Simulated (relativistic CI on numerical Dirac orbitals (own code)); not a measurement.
Method of calculation: Dirac-Coulomb-Breit CI, KLI orbitals optimised for each configuration, a model potential for QED, unscaled Slater integrals (own radial code, finite nucleus).

The strongest absorption lines from the ground level of an ion, among the configurations computed and to levels below about 911 eV (vacuum wavelength in Å, gf): 15.569 (0.31), 16.348 (0.72), 18.471 (0.058), 19.565 (1.9), 19.655 (4.3), 20.177 (0.29), 26.167 (0.066), 26.564 (0.42).

(1) Which ion is it?
A. In XXII
B. Sb XXIV
C. Rh XVIII
D. In XXIV

## Answers

(1) A. In XXII has 28 electrons and the ground level 3p⁶3d¹⁰ ¹S0; the strongest line goes to 3p⁶3d⁹4f ¹P°1. The pattern of lines fixes the number of electrons, and along that sequence the line energies rise steadily with the charge (about as its square where n changes within one kind of shell, about linearly where n is kept but much faster in heavy ions where fine structure, which grows about as Z⁴, sets the gap, and irregularly where shells cross), which fixes Z. Configurations outside the model, such as inner-shell arrays, can give stronger lines. At this charge energies of transitions that change n are usually good to better than 1 %, and those within a shell (Δn = 0) to a few per cent.

LS names give the leading component of a level, which can be under half, so a name can repeat, a term be missing and a line seem to break the LS rules.
